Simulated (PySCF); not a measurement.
Atomic charges by several schemes

Compound: C5H12OSi.
Geometry (GFN2-xTB, Å), atoms numbered from 1 in this order:
```xyz
19
C5H12OSi angstrom
C     -2.2663    0.1830    1.4801
C     -1.9240   -0.5980    0.4735
C     -1.2333   -0.1367   -0.7688
C      0.0845   -0.8826   -0.9924
C      1.0899   -0.6407    0.1300
Si     1.6710    1.1651    0.3018
O      2.9780    1.2640    1.2692
H     -2.7648   -0.1970    2.3560
H     -2.0648    1.2416    1.4679
H     -2.1379   -1.6595    0.5114
H     -1.8892   -0.3240   -1.6252
H     -1.0424    0.9360   -0.7139
H      0.5157   -0.5607   -1.9432
H     -0.1250   -1.9541   -1.0714
H      0.6479   -0.9744    1.0714
H      1.9574   -1.2846   -0.0451
H      1.9946    1.6816   -1.0353
H      0.7469    2.0248    1.0267
H      3.7521    0.7255    1.1301
```

Density: PBE0/pcSseg-1 (PySCF); schemes: Mulliken, IAO, Hirshfeld and ESP-fitted. Isolated species at its GFN2-xTB geometry (one conformer only).

Q: Give the atomic charges in each scheme.

A: In e:

```tsv
atom	environment	Mulliken	IAO	Hirshfeld	ESP-fitted
C1	terminal =CH2 carbon	-0.138	-0.324	-0.104	-0.479
C2	alkene CH carbon	-0.251	-0.130	-0.032	-0.090
C3	allylic carbon	-0.196	-0.257	-0.066	-0.039
C4	chain CH2 carbon	-0.246	-0.240	-0.066	-0.058
C5	sp3 carbon bound to silicon	-0.546	-0.568	-0.167	-0.292
Si6	oxygen-bound silicon	+0.843	+1.009	+0.394	+0.699
O7	silanol oxygen	-0.560	-0.789	-0.314	-0.725
H8	vinylic hydrogen	+0.114	+0.150	+0.045	+0.184
H9	vinylic hydrogen	+0.114	+0.144	+0.043	+0.195
H10	vinylic hydrogen	+0.101	+0.139	+0.044	+0.127
H11	methylene hydrogen	+0.137	+0.146	+0.044	+0.053
H12	methylene hydrogen	+0.123	+0.128	+0.040	+0.035
H13	methylene hydrogen	+0.120	+0.131	+0.035	+0.029
H14	methylene hydrogen	+0.117	+0.129	+0.036	+0.047
H15	methylene hydrogen	+0.152	+0.149	+0.032	+0.085
H16	methylene hydrogen	+0.132	+0.141	+0.036	+0.070
H17	Si–H hydrogen	-0.134	-0.172	-0.094	-0.166
H18	Si–H hydrogen	-0.119	-0.144	-0.081	-0.107
H19	hydroxyl hydrogen	+0.238	+0.360	+0.175	+0.431
```

Mean size of the charges over all atoms: IAO 0.276 e, Mulliken 0.231 e, ESP-fitted 0.206 e, Hirshfeld 0.097 e. Each set sums to the total charge, 0, to within 0.001 e. The ESP scheme fits charges at the nuclei, held to the total charge, to the electrostatic potential on points at 1.4 to 2.0 times the van der Waals radii. The IAO scheme projects the occupied orbitals on a minimal set of polarised atomic orbitals and counts the electrons in each atom's part of it.

Lowest charge. All schemes agree: Mulliken O7 (-0.560); IAO O7 (-0.789); Hirshfeld O7 (-0.314); ESP-fitted O7 (-0.725).

Highest charge. All schemes agree: Mulliken Si6 (+0.843); IAO Si6 (+1.009); Hirshfeld Si6 (+0.394); ESP-fitted Si6 (+0.699).

Q: How many electrons does the Mulliken scheme count on C2?

A: Z − q = 6 − (-0.251) = 6.251.

Q: Sum the charges by element, for elements with more than one atom.

A: 
```json
{"element": "C", "atoms": "5", "Mulliken": "-1.377", "IAO": "-1.520", "Hirshfeld": "-0.436", "ESP-fitted": "-0.958"}
{"element": "H", "atoms": "12", "Mulliken": "+1.093", "IAO": "+1.301", "Hirshfeld": "+0.356", "ESP-fitted": "+0.984"}
```

Q: How closely do the schemes follow one another over all atoms?

A: Correlation coefficient and root-mean-square difference: IAO with Hirshfeld 0.99, 0.232 e; Mulliken with IAO 0.98, 0.090 e; Mulliken with Hirshfeld 0.96, 0.174 e; Hirshfeld with ESP-fitted 0.96, 0.170 e; IAO with ESP-fitted 0.94, 0.133 e; Mulliken with ESP-fitted 0.88, 0.145 e.
